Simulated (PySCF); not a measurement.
**Dipole response of Ho³⁹⁺ (holmium, charge +39)**

[Ar] 3d10, closed-shell 1S. Computed with PySCF 2.14 in an even-tempered Gaussian basis (18 s from 7.3 bohr⁻², ratio 2.5; 13 p from 9.5 bohr⁻², ratio 2.5; 8 d from 9.5 bohr⁻², ratio 2.5; 4 f from 42 bohr⁻², ratio 2.7; 3 g from 63 bohr⁻², ratio 2.7), with scalar relativity by spin-free X2C-1e. Coupled (time-dependent) response in atomic units; α is the mean over directions.

| method | mean α (bohr³) | C₆ (like pair) | S(−4) |
| --- | --- | --- | --- |
| UHF | 0.002485 | 0.0004183 | 3.601e-07 |
| PBE0 | 0.002499 | 0.0004212 | 3.668e-07 |

S(−4) is the Cauchy moment in α(ω) = α(0) + S(−4) ω² + …

α(iu) at PBE0:

| u (hartree) | α(iu) (bohr³) |
| --- | --- |
| 0 | 0.002499 |
| 9.00 | 0.002470 |
| 18.0 | 0.002388 |
| 36.0 | 0.002118 |
| 54.0 | 0.001801 |
| 72.0 | 0.001501 |
| 90.0 | 0.001245 |
| 135 | 0.0007942 |
| 180 | 0.0005341 |
| 270 | 0.0002817 |
| 450 | 0.0001160 |

A single London oscillator, α(iu) = α/(1 + u²/ω²), gives C₆ = (3/4) ω α². Matching the computed C₆ needs ω = 4 × 0.0004212 / (3 × 0.002499²) = 89.9 hartree.

For an ion, C₆ is the dispersion term alone; charge-induced terms of lower order in 1/R come first.

Spin-orbit coupling, which splits the p, d and f shells strongly at this Z, is absent.
